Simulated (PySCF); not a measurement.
Isomers C7H9N:

A. Toluidine (Methylaniline) (Cc1ccccc1N)
B. `CCc1cccnc1`
C. SMILES C=C(C)n1cccc1

Spectrum 1. 1H NMR (500 MHz, computed): δ 6.96 (m, 2H), 6.32 (m, 2H), 5.16 (s, 1H), 4.61 (q, J = 1.7 Hz, 1H), 2.13 (d, J = 1.7 Hz, 3H). 13C{1H} NMR (computed): δ 145.9 (C), 120.2 (CH), 116.1 (CH), 98.4 (CH2), 22.2 (CH3).

Spectrum 2. 1H NMR (500 MHz, computed): δ 8.64 (dd, J = 5.3, 1.5 Hz, 1H), 8.64 (d, J = 2.3 Hz, 1H), 7.50 (ddd, J = 8.5, 2.3, 1.5 Hz, 1H), 7.18 (dd, J = 8.5, 5.3 Hz, 1H), 2.45 (q, J = 8.6 Hz, 2H), 1.15 (t, J = 8.6 Hz, 3H). 13C{1H} NMR (computed): δ 156.0 (CH), 153.3 (CH), 144.4 (C), 140.6 (CH), 128.1 (CH), 30.4 (CH2), 21.1 (CH3).

Spectrum 3. 1H NMR (500 MHz, computed): δ 7.13 (m, 1H), 7.13 (m, 1H), 6.72 (m, 1H), 6.54 (m, 1H), 3.00 (br s, 2H), 2.08 (d, J = 1.0 Hz, 3H). 13C{1H} NMR (computed): δ 149.6 (C), 135.7 (CH), 133.1 (CH), 123.1 (C), 122.0 (CH), 116.5 (CH), 19.2 (CH3).

Computational details: J: B3LYP/pcJ-1 (spin–dipole term left out of most H,H and C,H couplings), σ from GIAO-PBE0/pcSseg-1, coordinates at the PBE0-D3(BJ)/def2-SVP level, in PySCF (a single conformation, non-relativistic, equivalent nuclei averaged, no solvent).

Chemical shifts δ = σref − σ; TMS for 1H and 13C, all at this level. Multiplet labels drop J under 1 Hz and among equivalent protons, and merge close values. Unscaled 3J(H,H) run several per cent high. Shifts are as computed. Against solution values, carbons near 30 ppm lie about +2 ppm off and those near 130 ppm about +5 ppm. Of 1211 compounds with measured shifts, 218 miss one by over three times the rms of a fit or turn the order of signals round; such compounds aren't used in these exercises. OH and NH positions are gas-phase values without hydrogen bonding to other molecules.

**Question.** Which spectrum belongs to which compound?

**Answer.** 1–C, 2–B, 3–A.

- Spectrum 1 (C): 5 13C signals; δC 145.9 is a fully substituted alkene carbon; δC 22.2 is an allylic methyl carbon.
- Spectrum 2 (B): 7 13C signals; δC 156.0 is an aromatic CH next to a ring nitrogen; δC 153.3 is an aromatic CH next to a ring nitrogen.
- Spectrum 3 (A): 7 13C signals; δC 149.6 is an aromatic carbon bearing nitrogen; δC 135.7 is an aromatic CH.
